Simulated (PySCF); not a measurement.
Shieldings and the share of exact exchange

Molecule: `C=N[SiH2][SiH2]C`, C$_{2}$H$_{9}$NSi$_{2}$.

Molfile (atoms numbered from 1):
```
C2H9NSi2
     RDKit          3D

 14 13  0  0  0  0  0  0  0  0999 V2000
   -2.5869    0.9849    0.1115 C   0  0  0  0  0  0  0  0  0  0  0  0
   -1.5981    0.3119   -0.2909 N   0  0  0  0  0  0  0  0  0  0  0  0
   -0.9056   -1.0928    0.5172 Si  0  0  0  0  0  4  0  0  0  0  0  0
    1.2370   -0.4041    1.1745 Si  0  0  0  0  0  4  0  0  0  0  0  0
    2.1288    0.3311   -0.3117 C   0  0  0  0  0  0  0  0  0  0  0  0
   -3.1840    0.7491    1.0197 H   0  0  0  0  0  0  0  0  0  0  0  0
   -2.9207    1.8796   -0.4477 H   0  0  0  0  0  0  0  0  0  0  0  0
   -0.8242   -2.1885   -0.4955 H   0  0  0  0  0  0  0  0  0  0  0  0
   -1.7430   -1.5709    1.6739 H   0  0  0  0  0  0  0  0  0  0  0  0
    1.0852    0.6212    2.2574 H   0  0  0  0  0  0  0  0  0  0  0  0
    1.9938   -1.5622    1.7506 H   0  0  0  0  0  0  0  0  0  0  0  0
    2.3021   -0.4388   -1.0789 H   0  0  0  0  0  0  0  0  0  0  0  0
    1.5070    1.1214   -0.7589 H   0  0  0  0  0  0  0  0  0  0  0  0
    3.0999    0.7626   -0.0262 H   0  0  0  0  0  0  0  0  0  0  0  0
  1  2  2  0
  2  3  1  0
  3  4  1  0
  4  5  1  0
  1  6  1  0
  1  7  1  0
  3  8  1  0
  3  9  1  0
  4 10  1  0
  4 11  1  0
  5 12  1  0
  5 13  1  0
  5 14  1  0
M  END
```

GIAO shieldings (ppm, equivalent atoms averaged) in PySCF 2.14.0 with density-fitted response routines on the PBE0-D3(BJ)/def2-SVP geometry, basis pcSseg-1, gas phase, non-relativistic:

```tsv
functional	exact exchange (%)	σ(C1)	σ(Si3)	σ(Si4)
BLYP	0	3.9	361.7	392.2
BP86	0	6.6	370.5	403.5
PBE	0	6.6	371.8	405.4
B3LYP	20	5.7	374.0	405.5
mPW1PW91	25	8.6	385.2	418.4
BHandHLYP	50	9.7	392.6	423.7
HF	100	19.6	426.6	454.5
```

Task: Fit each shielding as a line in the percentage of exact exchange.

Result: σ(C1) = 4.9 + 0.13 x (rms 1.5 ppm); σ(Si3) = 367.1 + 0.58 x (rms 4.0 ppm); σ(Si4) = 399.8 + 0.54 x (rms 4.9 ppm). The functionals also differ in their semilocal parts, which the line can't hold; Hartree–Fock has no correlation at all.

Task: What does the line predict for PBE0 (25 %), and what does the run give?

Result: σ(C1): 8.2 predicted, 9.1 computed; σ(Si3): 381.6 predicted, 386.9 computed; σ(Si4): 413.3 predicted, 421.0 computed ppm.
